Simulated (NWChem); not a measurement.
C2H7NSi; SMILES C/C=N\[SiH3]

```xyz
11

C      0.6670    -1.9220     0.0000
C     -0.6429    -1.1704     0.0000
N     -0.8518     0.0803     0.0000
Si     0.2084     1.4643     0.0000
H      1.5338    -1.2564     0.0000
H      0.7181    -2.5773     0.8798
H      0.7181    -2.5773    -0.8798
H     -1.5261    -1.8308     0.0000
H     -0.1136     2.2625     1.2106
H      1.6840     1.2080     0.0000
H     -0.1136     2.2625    -1.2106
```
Atoms are numbered in this order, from 1.

Coordinates come from a B3LYP/6-31G* (spherical d) optimisation.

Symmetry labels are those of Cs in the frame above (b1 and b2, or b-type labels, depend on it).

**Question.** List the 4 lowest vertical singlet excitations from PBE/def2-SVP, full TDDFT (NWChem).

**Answer.** 
```json
[
 {"state": "S1", "energy (eV)": "4.00", "oscillator strength": "0.001", "symmetry": "a\"", "leading excitation (squared amplitude)": "HOMO → LUMO (1.00)"},
 {"state": "S2", "energy (eV)": "5.98", "oscillator strength": "0.020", "symmetry": "a'", "leading excitation (squared amplitude)": "HOMO → LUMO+1 (0.95)"},
 {"state": "S3", "energy (eV)": "6.61", "oscillator strength": "0.043", "symmetry": "a'", "leading excitation (squared amplitude)": "HOMO−1 → LUMO (0.51)"},
 {"state": "S4", "energy (eV)": "6.63", "oscillator strength": "0.007", "symmetry": "a\"", "leading excitation (squared amplitude)": "HOMO−2 → LUMO (0.98)"}
]
```
